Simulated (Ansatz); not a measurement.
Reaction (substitution at a C–Si bond): `BCC[SiH3]` + HBr → `BCCBr` + SiH₄

Computed with Ansatz on PBE0-D4/def2-TZVP structures; ΔE is electronic, products minus reactants. CBS: MP2 limit from def2 TZ/QZ plus the TZ coupled-cluster correction, frozen cores. This one scheme is used for every species. Functionals use def2-TZVPP. B3LYP here is the variant with VWN-RPA as its local correlation; programs differ in this. For Br outer-core shells are correlated without core-valence functions, which leaves a few kJ/mol of doubt a bond. Scalar relativity is left out up to krypton. Each species was taken in one conformer, which may not be the lowest.

Is it downhill or uphill in electronic energy at CCSD(T)/CBS, and by how much? (An estimate is asked.)

Ansatz gave: Uphill: ΔE = +34.3 kJ/mol.

What do these levels give: r2SCAN-D4, B2PLYP, PBE, r2SCAN, PBE0, B3LYP, HF/def2-TZVPP, CCSD/def2-TZVPP, HF/def2-QZVPP, MP2/def2-QZVPP, SCS-MP2/def2-QZVPP, MP2/CBS(def2)? (An estimate is asked.)

The calculation gave: r2SCAN-D4 36.6, B2PLYP 30.5, PBE 34.1, r2SCAN 35.9, PBE0 35.0, B3LYP 28.4, HF/def2-TZVPP 20.0, CCSD/def2-TZVPP 32.3, HF/def2-QZVPP 21.0, MP2/def2-QZVPP 36.0, SCS-MP2/def2-QZVPP 30.8, MP2/CBS(def2) 36.1 kJ/mol.

Largest T1 diagnostic among the species: 0.011.

In def2-TZVPP, CCSD(T) changes the Hartree–Fock value by +13.2 kJ/mol (the triples alone add +0.9 kJ/mol) and MP2 by +15.1 kJ/mol.
